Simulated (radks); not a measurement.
Problem. All-electron atom: Co+ in [Ar] 3d8. Calculated with a radial shooting solver on a logarithmic mesh with Libxc functionals: Dirac Kohn-Sham, PBEsol, spin-unpolarised, spherical densities, finite nucleus; open shells are shared between the two j in proportion to 2j + 1; Fermi nuclear charge, rms radius 3.7875 fm. Some entries of the table are withheld. Estimate them.

orbital,occ.,eigenvalue (eV),<r> (bohr)
1s1/2,2,(1),0.05622
2s1/2,2,-900.1994,0.2555
2p1/2,2,-781.6008,0.2229
2p3/2,4,-766.7924,0.2260
3s1/2,2,(2),0.7786
3p1/2,2,-70.0575,0.8176
3p3/2,4,-68.2342,0.8278
3d3/2,3.2,-12.3288,1.132
3d5/2,4.8,-12.1518,1.141

Solution. 
(1) 1s1/2 eigenvalue (eV): -7587.027
(2) 3s1/2 eigenvalue (eV): -105.2803
